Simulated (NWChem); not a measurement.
System: C$_{3}$H$_{10}$Si; SMILES C[SiH](C)C

The following NWChem deck was run.

```
start job
memory heap 200 mb stack 900 mb global 1100 mb
geometry units angstroms noautoz
  Si     0.000000     0.000000     0.367857
  C     -1.217981     1.305708    -0.232791
  C      1.739767     0.401949    -0.232791
  C     -0.521786    -1.707657    -0.232791
  H      0.000000     0.000000     1.869456
  H     -1.248972     1.338840    -1.333887
  H     -2.237371     1.094283     0.126736
  H     -0.936087     2.307888     0.126717
  H      2.466733    -0.343269     0.126717
  H      1.783955     0.412222    -1.333887
  H      2.066362     1.390479     0.126736
  H     -0.534983    -1.751061    -1.333887
  H     -1.530646    -1.964619     0.126717
  H      0.171009    -2.484762     0.126736
end
basis spherical
  * library def2-svpd
end
dft
  xc b3lyp
  iterations 150
  mulliken
end
task dft energy
```

Output (shortened):

```
             Northwest Computational Chemistry Package (NWChem) 7.3.0
             --------------------------------------------------------

 C3  symmetry detected

                             Geometry "geometry" -> ""
                             -------------------------

 Output coordinates in angstroms (scale by  1.889725989 to convert to a.u.)

  No.       Tag          Charge          X              Y              Z
 ---- ---------------- ---------- -------------- -------------- --------------
    1 Si                  14.0000     0.00000000    -0.00000000     0.37766857
    2 C                    6.0000    -1.70194850     0.54011427    -0.22297943
    3 C                    6.0000     1.31872693     1.20387350    -0.22297943
    4 C                    6.0000     0.38322157    -1.74398777    -0.22297943
    5 H                    1.0000     0.00000000    -0.00000000     1.87926757
    6 H                    1.0000    -1.74520859     0.55377746    -1.32407543
    7 H                    1.0000    -2.48645659    -0.14428587     0.13654757
    8 H                    1.0000    -1.94804982     1.55167887     0.13652857
    9 H                    1.0000     2.31781823     0.91122120     0.13652857
   10 H                    1.0000     1.35218964     1.23450624    -1.32407543
   11 H                    1.0000     1.11827307     2.22547750     0.13654757
   12 H                    1.0000     0.39301894    -1.78828370    -1.32407543
   13 H                    1.0000    -0.36976841    -2.46290006     0.13652857
   14 H                    1.0000     1.36818352    -2.08119164     0.13654757

 Effective nuclear repulsion energy (a.u.)     174.2739318115

      Symmetry information
      --------------------

 Group name             C3
 Group number              5
 Group order               3
 No. of unique centers     6

                                 NWChem DFT Module
                                 -----------------

 Summary of "ao basis" -> "ao basis" (spherical)
 ------------------------------------------------------------------------------
       Tag                 Description            Shells   Functions and Types
 ---------------- ------------------------------  ------  ---------------------
 Si                        def2-svpd                10       24   5s3p2d
 C                         def2-svpd                 8       20   4s2p2d
 H                         def2-svpd                 4        8   2s2p

      Symmetry analysis of basis
      --------------------------

        a          58
        e+         53
        e-         53

  Rotation of axis

            General Information
            -------------------
          SCF calculation type: DFT
          Wavefunction type:  closed shell.
          No. of atoms     :    14
          No. of electrons :    42
           Alpha electrons :    21
            Beta electrons :    21
          Charge           :     0
          Spin multiplicity:     1
          Use of symmetry is: on ; symmetry adaption is: on
          Maximum number of iterations: 150
          AO basis - number of functions:   164
                     number of shells:    74
          Convergence on energy requested:  1.00D-06
          Convergence on density requested:  1.00D-05
          Convergence on gradient requested:  5.00D-04

              XC Information
              --------------
                         B3LYP Method XC Potential
                     Hartree-Fock (Exact) Exchange  0.200
                        Slater Exchange Functional  0.800 local
                    Becke 1988 Exchange Functional  0.720 non-local
              Lee-Yang-Parr Correlation Functional  0.810
                  VWN I RPA Correlation Functional  0.190 local

             Grid Information
             ----------------
          Grid used for XC integration:  medium
          Radial quadrature: Mura-Knowles
          Angular quadrature: Lebedev.
          Tag              B.-S. Rad. Rad. Pts. Rad. Cut. Ang. Pts.
          ---              ---------- --------- --------- ---------
          Si                  1.10       88           9.0       590
          C                   0.70       49          11.0       434
          H                   0.35       45          12.0       434
          Grid pruning is: on
          Number of quadrature shells:   317
          Spatial weights used:  Erf1

      Superposition of Atomic Density Guess
      -------------------------------------

 Sum of atomic energies:        -406.60683002

      Non-variational initial energy
      ------------------------------

 Total energy =    -409.082652
 1-e energy   =    -902.069127
 2-e energy   =     318.712543
 HOMO         =      -0.377275
 LUMO         =       0.049616

      Symmetry analysis of molecular orbitals - initial
      -------------------------------------------------

  Numbering of irreducible representations:

     1 a           2 e+          3 e-

  Orbital symmetries:

     1 a           2 a           3 e+          4 e+          5 a
     6 e+          7 e+          8 a           9 a          10 e+
    11 e+         12 a          13 a          14 e+         15 e+
    16 e+         17 e+         18 a          19 a          20 e+
    21 e+         22 a          23 e+         24 e+         25 a
    26 a          27 e+         28 e+         29 e+         30 e+
    31 a

     ---------------------------------------------
      Total Density - Mulliken Population Analysis
     ---------------------------------------------

    Atom       Charge   Shell Charges
 -----------   ------   -------------------------------------------------------
    1 Si  14    13.88   2.00  1.99  1.01 -0.02  0.09  5.93  1.08  1.29  0.23  0.28
    2 C    6     6.43   1.99  1.00 -0.07  0.03  2.12  1.38  0.01 -0.02
    3 C    6     6.43   1.99  1.00 -0.07  0.03  2.12  1.38  0.01 -0.02
    4 C    6     6.43   1.99  1.00 -0.07  0.03  2.12  1.38  0.01 -0.02
    5 H    1     0.81   0.72  0.10  0.01 -0.01
    6 H    1     0.89   0.66  0.13  0.03  0.07
    7 H    1     0.89   0.66  0.14  0.03  0.07
    8 H    1     0.89   0.66  0.14  0.03  0.07
    9 H    1     0.89   0.66  0.14  0.03  0.07
   10 H    1     0.89   0.66  0.13  0.03  0.07
   11 H    1     0.89   0.66  0.14  0.03  0.07
   12 H    1     0.89   0.66  0.13  0.03  0.07
   13 H    1     0.89   0.66  0.14  0.03  0.07
   14 H    1     0.89   0.66  0.14  0.03  0.07

   convergence    iter        energy       DeltaE   RMS-Dens  Diis-err
 ---------------- ----- ----------------- --------- --------- ---------
 d= 0,ls=0.0,diis     1   -409.6774667532 -5.84D+02  9.12D-03  3.23D-01
 d= 0,ls=0.0,diis     2   -409.7077760825 -3.03D-02  1.75D-03  4.77D-02
 d= 0,ls=0.0,diis     3   -409.7102413146 -2.47D-03  7.78D-04  2.82D-02
 d= 0,ls=0.0,diis     4   -409.7139927863 -3.75D-03  5.78D-05  2.74D-05
 d= 0,ls=0.0,diis     5   -409.7139967582 -3.97D-06  2.03D-05  5.32D-06
 d= 0,ls=0.0,diis     6   -409.7139975768 -8.19D-07  2.86D-06  1.33D-07

         Total DFT energy =     -409.713997576844
      One electron energy =     -907.073932435720
           Coulomb energy =      364.005486263031
    Exchange-Corr. energy =      -40.919483215647
 Nuclear repulsion energy =      174.273931811491

 Numeric. integr. density =       42.000053338216

                  Occupations of the irreducible representations
                  ----------------------------------------------

                     irrep           alpha         beta
                     --------     --------     --------
                     a                 9.0          9.0
                     e+               12.0         12.0
                     e-                0.0          0.0

                       DFT Final Molecular Orbital Analysis
                       ------------------------------------

 Vector   19  Occ=2.000000D+00  E=-3.109277D-01  Symmetry=a
              MO Center= -5.2D-15, -6.4D-14,  8.0D-01, r^2= 3.2D+00
   Bfn.  Coefficient  Atom+Function         Bfn.  Coefficient  Atom+Function
  ----- ------------  ---------------      ----- ------------  ---------------
    85      0.383368   5 H  s                14      0.268959   1 Si pz
    11      0.255920   1 Si pz                4      0.182941   1 Si s
     8     -0.145091   1 Si pz               31     -0.132378   2 C  pz
    51     -0.132378   3 C  pz               71     -0.132378   4 C  pz
    93      0.129789   6 H  s               125      0.129789  10 H  s

 Vector   20  Occ=2.000000D+00  E=-3.070464D-01  Symmetry=e+
              MO Center= -6.0D-02, -5.5D-01, -5.7D-02, r^2= 3.4D+00
   Bfn.  Coefficient  Atom+Function         Bfn.  Coefficient  Atom+Function
  ----- ------------  ---------------      ----- ------------  ---------------
    70      0.365429   4 C  py               10     -0.253689   1 Si py
    29     -0.210279   2 C  px               73      0.182105   4 C  py
    13     -0.177501   1 Si py               50      0.152225   3 C  py
     7      0.140529   1 Si py               30      0.138708   2 C  py
   109      0.132758   8 H  s               157     -0.121396  14 H  s

 Vector   21  Occ=2.000000D+00  E=-3.070464D-01  Symmetry=e+
              MO Center=  6.0D-02,  5.5D-01, -5.7D-02, r^2= 3.4D+00
   Bfn.  Coefficient  Atom+Function         Bfn.  Coefficient  Atom+Function
  ----- ------------  ---------------      ----- ------------  ---------------
    29      0.298866   2 C  px               49      0.285350   3 C  px
     9     -0.253689   1 Si px               50      0.218083   3 C  py
    12     -0.177501   1 Si px                6      0.140529   1 Si px
    32      0.139670   2 C  px              101     -0.136614   7 H  s
    52      0.131060   3 C  px              117      0.131411   9 H  s

 Vector   22  Occ=0.000000D+00  E= 1.263336D-02  Symmetry=a
              MO Center= -3.3D-15, -3.4D-15, -2.6D-01, r^2= 1.1D+01
   Bfn.  Coefficient  Atom+Function         Bfn.  Coefficient  Atom+Function
  ----- ------------  ---------------      ----- ------------  ---------------
     4      2.627127   1 Si s                 5     -2.345933   1 Si s
    27     -1.053529   2 C  s                47     -1.053529   3 C  s
    67     -1.053529   4 C  s                28     -0.822938   2 C  s
    48     -0.822938   3 C  s                68     -0.822938   4 C  s
    94      0.730212   6 H  s               126      0.730212  10 H  s

 Vector   23  Occ=0.000000D+00  E= 3.637187D-02  Symmetry=e+
              MO Center= -2.8D-01, -4.7D-01,  2.2D-01, r^2= 1.1D+01
   Bfn.  Coefficient  Atom+Function         Bfn.  Coefficient  Atom+Function
  ----- ------------  ---------------      ----- ------------  ---------------
    68      3.002529   4 C  s                28     -2.530972   2 C  s
   158     -1.673525  14 H  s               110      1.649172   8 H  s
    67      1.534999   4 C  s                27     -1.293918   2 C  s
   150     -1.108092  13 H  s               134      0.977811  11 H  s
   102      0.695714   7 H  s               142     -0.582330  12 H  s

 Vector   24  Occ=0.000000D+00  E= 3.637187D-02  Symmetry=e+
              MO Center=  2.8D-01,  4.7D-01,  2.2D-01, r^2= 1.1D+01
   Bfn.  Coefficient  Atom+Function         Bfn.  Coefficient  Atom+Function
  ----- ------------  ---------------      ----- ------------  ---------------
    48      3.194768   3 C  s                28     -2.005764   2 C  s
    47      1.633276   3 C  s               118     -1.591907   9 H  s
   102      1.530749   7 H  s               134     -1.367881  11 H  s
   150      1.264543  13 H  s                68     -1.189004   4 C  s
    27     -1.025420   2 C  s               126     -0.619591  10 H  s

     ---------------------------------------------
      Total Density - Mulliken Population Analysis
     ---------------------------------------------

    Atom       Charge   Shell Charges
 -----------   ------   -------------------------------------------------------
    1 Si  14    14.24   2.00  1.98  1.09 -0.05  0.11  5.92  1.30  1.37  0.28  0.24
    2 C    6     5.62   1.98  0.93 -0.22  0.04  2.14  0.80  0.02 -0.08
    3 C    6     5.62   1.98  0.93 -0.22  0.04  2.14  0.80  0.02 -0.08
    4 C    6     5.62   1.98  0.93 -0.22  0.04  2.14  0.80  0.02 -0.08
    5 H    1     0.75   0.76  0.01  0.01 -0.03
    6 H    1     1.12   0.75  0.28  0.02  0.06
    7 H    1     1.13   0.75  0.30  0.02  0.06
    8 H    1     1.13   0.75  0.30  0.02  0.06
    9 H    1     1.13   0.75  0.30  0.02  0.06
   10 H    1     1.12   0.75  0.28  0.02  0.06
   11 H    1     1.13   0.75  0.30  0.02  0.06
   12 H    1     1.12   0.75  0.28  0.02  0.06
   13 H    1     1.13   0.75  0.30  0.02  0.06
   14 H    1     1.13   0.75  0.30  0.02  0.06

     -------------------------------------------
      Total Density - Lowdin Population Analysis
     -------------------------------------------

    Atom       Charge   Shell Charges
 -----------   ------   -------------------------------------------------------
    1 Si  14    13.24   2.00  1.91  0.40  0.16  0.12  5.81  1.20  0.71  0.36  0.56
    2 C    6     6.02   1.96  0.49  0.21  0.12  1.85  1.09  0.04  0.25
    3 C    6     6.02   1.96  0.49  0.21  0.12  1.85  1.09  0.04  0.25
    4 C    6     6.02   1.96  0.49  0.21  0.12  1.85  1.09  0.04  0.25
    5 H    1     1.08   0.62  0.33  0.02  0.12
    6 H    1     1.07   0.57  0.19  0.06  0.25
    7 H    1     1.07   0.57  0.19  0.06  0.25
    8 H    1     1.07   0.57  0.19  0.06  0.25
    9 H    1     1.07   0.57  0.19  0.06  0.25
   10 H    1     1.07   0.57  0.19  0.06  0.25
   11 H    1     1.07   0.57  0.19  0.06  0.25
   12 H    1     1.07   0.57  0.19  0.06  0.25
   13 H    1     1.07   0.57  0.19  0.06  0.25
   14 H    1     1.07   0.57  0.19  0.06  0.25

     Multipole analysis of the density
     ---------------------------------

     L   x y z        total         alpha         beta         nuclear
     -   - - -        -----         -----         ----         -------
     0   0 0 0     -0.000000    -21.000000    -21.000000     42.000000

     1   1 0 0     -0.000000     -0.000000     -0.000000     -0.000000
     1   0 1 0     -0.000000     -0.000000     -0.000000     -0.000000
     1   0 0 1     -0.216604     -0.108302     -0.108302      0.000000

     2   2 0 0    -26.855991   -106.869604   -106.869604    186.883216
     2   1 1 0      0.000000      0.000000      0.000000      0.000000
     2   1 0 1      0.000000      0.000000      0.000000      0.000000
     2   0 2 0    -26.855991   -106.869604   -106.869604    186.883216
     2   0 1 1      0.000000      0.000000      0.000000      0.000000
     2   0 0 2    -27.580968    -34.850579    -34.850579     42.120190
```

Level: B3LYP/def2-SVPD. The geometry was optimised at PBE0/def2-SVP. B3LYP is NWChem's, with the RPA form of VWN correlation.
